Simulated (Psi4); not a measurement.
C4H10AlO (SMILES [CH3][Al][O]C(C)C), doublet, geometry from GFN2-xTB (such geometries of metal compounds can be far from the true shape) (the spin is typed, not shown lowest), atoms displaced at random by about 0.08 Å a coordinate; R2SCAN/STO-3G, gradient (Psi4).

Input for Psi4:
```
memory 2 GB

molecule {
0 2
Al    0.62637560    0.44743220    1.39967846
C    -0.40417025    1.27894685    3.03120919
H    -1.37814865    0.75680299    3.33952515
H    -0.76783226    2.38141986    2.72899490
H     0.30424866    1.43940386    3.75027030
O     0.03613636    0.18024784   -0.08940384
C    -0.62192843   -0.38000459   -1.55353619
C    -0.63540320   -1.76942067   -1.37905336
C     0.55750495    0.13293598   -2.56051253
H    -1.56459868    0.23126637   -1.73724014
H     0.24907634   -2.45469662   -1.12431207
H    -1.08124218   -2.07774699   -2.42790345
H    -1.36998847   -2.11910639   -0.57732290
H     0.76646266    1.11063090   -2.47186725
H     1.54716146   -0.54887839   -2.22932015
H     0.17951617   -0.26435619   -3.42650374
symmetry c1
no_reorient
no_com
}

set {
  basis sto-3g
  reference uks
}

gradient('r2scan')
print_variables()
```

**Question.** Predict the main parts of the log of this Psi4 run.

**Answer.** 
```
gradient() will perform analytic gradient computation.

   => Loading Basis Set <=

    Name: STO-3G
    Role: ORBITAL
    Keyword: BASIS

         ---------------------------------------------------------
                                   SCF
               by Justin Turney, Rob Parrish, Andy Simmonett
                          and Daniel G. A. Smith
                              UKS Reference
         ---------------------------------------------------------

  ==> Geometry <==

    Molecular point group: c1
    Full point group: C1

    Geometry (in Angstrom), charge = 0, multiplicity = 2:

       Center              X                  Y                   Z               Mass
    ------------   -----------------  -----------------  -----------------  -----------------
         AL           0.626375600000     0.447432200000     1.399678460000    26.981538530000
         C           -0.404170250000     1.278946850000     3.031209190000    12.000000000000
         H           -1.378148650000     0.756802990000     3.339525150000     1.007825032230
         H           -0.767832260000     2.381419860000     2.728994900000     1.007825032230
         H            0.304248660000     1.439403860000     3.750270300000     1.007825032230
         O            0.036136360000     0.180247840000    -0.089403840000    15.994914619570
         C           -0.621928430000    -0.380004590000    -1.553536190000    12.000000000000
         C           -0.635403200000    -1.769420670000    -1.379053360000    12.000000000000
         C            0.557504950000     0.132935980000    -2.560512530000    12.000000000000
         H           -1.564598680000     0.231266370000    -1.737240140000     1.007825032230
         H            0.249076340000    -2.454696620000    -1.124312070000     1.007825032230
         H           -1.081242180000    -2.077746990000    -2.427903450000     1.007825032230
         H           -1.369988470000    -2.119106390000    -0.577322900000     1.007825032230
         H            0.766462660000     1.110630900000    -2.471867250000     1.007825032230
         H            1.547161460000    -0.548878390000    -2.229320150000     1.007825032230
         H            0.179516170000    -0.264356190000    -3.426503740000     1.007825032230

  Running in c1 symmetry.

  Rotational constants: A =      0.20515  B =      0.03926  C =      0.03640 [cm^-1]
  Rotational constants: A =   6150.22856  B =   1177.06162  C =   1091.34843 [MHz]
  Nuclear repulsion =  269.519636188907100

  Charge       = 0
  Multiplicity = 2
  Electrons    = 55
  Nalpha       = 28
  Nbeta        = 27

  ==> Algorithm <==

  SCF Algorithm Type is DF.
  DIIS enabled.
  MOM disabled.
  Fractional occupation disabled.
  Guess Type is SAD.
  Energy threshold   = 1.00e-08
  Density threshold  = 1.00e-08
  Integral threshold = 1.00e-12

  ==> Primary Basis <==

  Basis Set: STO-3G
    Blend: STO-3G
    Number of shells: 30
    Number of basis functions: 44
    Number of Cartesian functions: 44
    Spherical Harmonics?: true
    Max angular momentum: 1

  ==> DFT Potential <==

   => LibXC <=

    Version 7.1.2
    S. Lehtola, C. Steigemann, M. J. T. Oliveira, and M. A. L. Marques,  SoftwareX 7, 1–5 (2018) (10.1016/j.softx.2017.11.002)

   => Composite Functional: R2SCAN <=

    r2SCAN Meta-GGA XC Functional  (0.1021/acs.jpclett.0c02405)
    J. W. Furness, A. D. Kaplan, J. Ning, J. P. Perdew, J. Sun  J. Phys. Chem. Lett.  11, 8208–8215, 2020

    Deriv               =              1
    GGA                 =           TRUE
    Meta                =           TRUE

    Exchange Hybrid     =          FALSE
    MP2 Hybrid          =          FALSE

   => Exchange Functionals <=

    1.0000   XC_MGGA_X_R2SCAN

   => Correlation Functionals <=

    1.0000   XC_MGGA_C_R2SCAN

   => LibXC Density Thresholds  <==

    XC_MGGA_C_R2SCAN:  1.00E-15
    XC_MGGA_X_R2SCAN:  1.00E-11

   => Molecular Quadrature <=

    Radial Scheme          =       TREUTLER
    Pruning Scheme         =           NONE
    Nuclear Scheme         =       TREUTLER

    Blocking Scheme        =         OCTREE
    BS radius alpha        =              1
    Pruning alpha          =              1
    Radial Points          =             75
    Spherical Points       =            302
    Total Points           =         339073
    Total Blocks           =           2568
    Max Points             =            256
    Max Functions          =             42
    Weights Tolerance      =       1.00E-15

   => Loading Basis Set <=

    Name: (STO-3G AUX)
    Role: JKFIT
    Keyword: DF_BASIS_SCF

  ==> Integral Setup <==

  SCF_SUBTYPE=INCORE selected. In-core MEM_DF algorithm will be used.
  Using in-core AOs.

  ==> MemDFJK: Density-Fitted J/K Matrices <==

    J tasked:                   Yes
    K tasked:                    No
    wK tasked:                   No
    Algorithm:                 Core
    Schwarz Cutoff:           1E-12
    Mask sparsity (%):       2.4793
    Fitting Condition:        1E-10

   => Auxiliary Basis Set <=

  Basis Set: (STO-3G AUX)
    Blend: DEF2-UNIVERSAL-JKFIT
    Number of shells: 223
    Number of basis functions: 685
    Number of Cartesian functions: 804
    Spherical Harmonics?: true
    Max angular momentum: 4

  Minimum eigenvalue in the overlap matrix is 2.0739639233E-01.
  Reciprocal condition number of the overlap matrix is 8.4290138859E-02.
    Using symmetric orthogonalization.

  ==> Pre-Iterations <==

  SCF Guess: Superposition of Atomic Densities via on-the-fly atomic UHF (no occupation information).

   -------------------------
    Irrep   Nso     Nmo
   -------------------------
     A         44      44
   -------------------------
    Total      44      44
   -------------------------

  ==> Iterations <==

                           Total Energy        Delta E     RMS |[F,P]|

   @DF-UKS iter SAD:  -466.49685703076682   -4.66497e+02   0.00000e+00
[...]
  @DF-UKS Final Energy:  -469.94174736439726
    Total Energy =                       -469.9417473643972585
[...]
 Magnitude           :                                                    0.8034778

 ------------------------------------------------------------------------------------

         ------------------------------------------------------------
                                   SCF GRAD
                          Rob Parrish, Justin Turney,
                       Andy Simmonett, and Alex Sokolov
         ------------------------------------------------------------

  ==> Geometry <==

    Molecular point group: c1
    Full point group: C1

    Geometry (in Angstrom), charge = 0, multiplicity = 2:

       Center              X                  Y                   Z               Mass
    ------------   -----------------  -----------------  -----------------  -----------------
         AL           0.626375600000     0.447432200000     1.399678460000    26.981538530000
         C           -0.404170250000     1.278946850000     3.031209190000    12.000000000000
         H           -1.378148650000     0.756802990000     3.339525150000     1.007825032230
         H           -0.767832260000     2.381419860000     2.728994900000     1.007825032230
         H            0.304248660000     1.439403860000     3.750270300000     1.007825032230
         O            0.036136360000     0.180247840000    -0.089403840000    15.994914619570
         C           -0.621928430000    -0.380004590000    -1.553536190000    12.000000000000
         C           -0.635403200000    -1.769420670000    -1.379053360000    12.000000000000
         C            0.557504950000     0.132935980000    -2.560512530000    12.000000000000
         H           -1.564598680000     0.231266370000    -1.737240140000     1.007825032230
         H            0.249076340000    -2.454696620000    -1.124312070000     1.007825032230
         H           -1.081242180000    -2.077746990000    -2.427903450000     1.007825032230
         H           -1.369988470000    -2.119106390000    -0.577322900000     1.007825032230
         H            0.766462660000     1.110630900000    -2.471867250000     1.007825032230
         H            1.547161460000    -0.548878390000    -2.229320150000     1.007825032230
         H            0.179516170000    -0.264356190000    -3.426503740000     1.007825032230

  Nuclear repulsion =  269.519636188907100

  ==> Basis Set <==

  Basis Set: STO-3G
    Blend: STO-3G
    Number of shells: 30
    Number of basis functions: 44
    Number of Cartesian functions: 44
    Spherical Harmonics?: true
    Max angular momentum: 1

  ==> DFJKGrad: Density-Fitted SCF Gradients <==

    Gradient:                    1
    J tasked:                  Yes
    K tasked:                   No
    wK tasked:                  No
    Integrals threads:           1
    Schwarz Cutoff:          1E-12
    Fitting Condition:       1E-10

   => Auxiliary Basis Set <=

  Basis Set: (STO-3G AUX)
    Blend: DEF2-UNIVERSAL-JKFIT
    Number of shells: 223
    Number of basis functions: 685
    Number of Cartesian functions: 804
    Spherical Harmonics?: true
    Max angular momentum: 4

  ==> DFT Potential <==

   => LibXC <=

    Version 7.1.2
    S. Lehtola, C. Steigemann, M. J. T. Oliveira, and M. A. L. Marques,  SoftwareX 7, 1–5 (2018) (10.1016/j.softx.2017.11.002)

   => Composite Functional: R2SCAN <=

    r2SCAN Meta-GGA XC Functional  (0.1021/acs.jpclett.0c02405)
    J. W. Furness, A. D. Kaplan, J. Ning, J. P. Perdew, J. Sun  J. Phys. Chem. Lett.  11, 8208–8215, 2020

    Deriv               =              1
    GGA                 =           TRUE
    Meta                =           TRUE

    Exchange Hybrid     =          FALSE
    MP2 Hybrid          =          FALSE

   => Exchange Functionals <=

    1.0000   XC_MGGA_X_R2SCAN

   => Correlation Functionals <=

    1.0000   XC_MGGA_C_R2SCAN

   => LibXC Density Thresholds  <==

    XC_MGGA_C_R2SCAN:  1.00E-15
    XC_MGGA_X_R2SCAN:  1.00E-11

   => Molecular Quadrature <=

    Radial Scheme          =       TREUTLER
    Pruning Scheme         =           NONE
    Nuclear Scheme         =       TREUTLER

    Blocking Scheme        =         OCTREE
    BS radius alpha        =              1
    Pruning alpha          =              1
    Radial Points          =             75
    Spherical Points       =            302
    Total Points           =         339073
    Total Blocks           =           2568
    Max Points             =            256
    Max Functions          =             42
    Weights Tolerance      =       1.00E-15

  -Total Gradient:
     Atom            X                  Y                   Z
    ------   -----------------  -----------------  -----------------
       1        0.009817240734    -0.009053486134    -0.026858208969
       2        0.082717981692    -0.032484541085     0.099931973918
       3       -0.038179016413    -0.009850350053    -0.001238022803
       4       -0.018690706334     0.053532689866    -0.010638357992
       5       -0.038300290115    -0.000718058882    -0.062926154754
       6        0.040015574142     0.016043498270     0.065443170723
       7       -0.103145028395    -0.182508320579    -0.085644417610
       8        0.062842706693     0.156863936477     0.021740118479
       9       -0.025949055537     0.157362576084    -0.099103562329
      10       -0.010316631352     0.024559489726    -0.003795829603
      11        0.007505591296    -0.040860808557     0.018401213681
      12       -0.016625823573     0.015775962742    -0.042366308945
      13       -0.006620807211    -0.014156697891     0.023433026377
      14       -0.013061386505    -0.093361093443     0.000718520812
      15        0.061797472174    -0.048967984647     0.025162703668
      16        0.007819573056     0.007588962809     0.078388744737

  Variable Map:
  ----------------------------------------------------------------------------
[...]
  Array Variable Map:
  ----------------------------------------------------------------------------
[...]
[...]
```
